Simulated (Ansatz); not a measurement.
Ideal-gas functions of CH5BO2 (`CB(O)O`) at 400 K and 1 bar, from an Ansatz frequency run at PBE0-D4/def2-TZVP.

Molar mass 59.86 g/mol, point group Cs (symmetry number 1), electronic degeneracy 1, moments of inertia 52.24, 61.489, 110.64 u Å². Harmonic wavenumbers (cm⁻¹, unscaled): 39, 338, 438, 447, 467, 597, 785, 877, 913, 949, 1030, 1291, 1395, 1403, 1464, 1468, 3051, 3120, 3153, 3882, 3886.

Use S(trans) = R[1.5 ln M + 2.5 ln T − 1.1517]; rotational temperatures θ = 24.2544 K / I; S(rot) = R[ln(√π/σ · √(T³/θAθBθC)) + 1.5]; for each mode x = 1.438777 ν̃/T, S = R[x/(eˣ − 1) − ln(1 − e⁻ˣ)] and H = RT x/(eˣ − 1); 1 cm⁻¹ = 0.0119627 kJ/mol; R = 8.31446 J/(mol·K).

Problem. By hand: the entropy, in J/(mol·K).

Solution. Translation 166.0. Rotation: θ = 0.4643, 0.3945, 0.2192 K, giving 105.3. Vibration, mode by mode: 24.65, 7.18, 5.34, 5.21, 4.92, 3.39, 1.99, 1.53, 1.38, 1.24, 0.98, 0.46, 0.33, 0.33, 0.27, 0.27, 0.00, 0.00, 0.00, 0.00, 0.00, in all 59.5. Electronic 0.0. Sum 330.8 J/(mol·K).

Problem. By hand: H − E and G − E in kJ/mol, counted from the electronic energy.

Solution. Zero-point energy ½ × 30993 × 0.0119627 = 185.4; thermal vibration 12.5; translation, rotation and pV give 4 RT = 13.3. H − E = 211.2 kJ/mol, and G − E = 211.2 − 400 × 330.8/1000 = 78.9 kJ/mol.

Vibration gives 18 % of the entropy, 24.7 J/(mol·K) of it from the mode under 150 cm⁻¹: soft modes count most, and the harmonic formula is weakest for them. The sum counts one conformer and one mirror image; others add a mixing term.
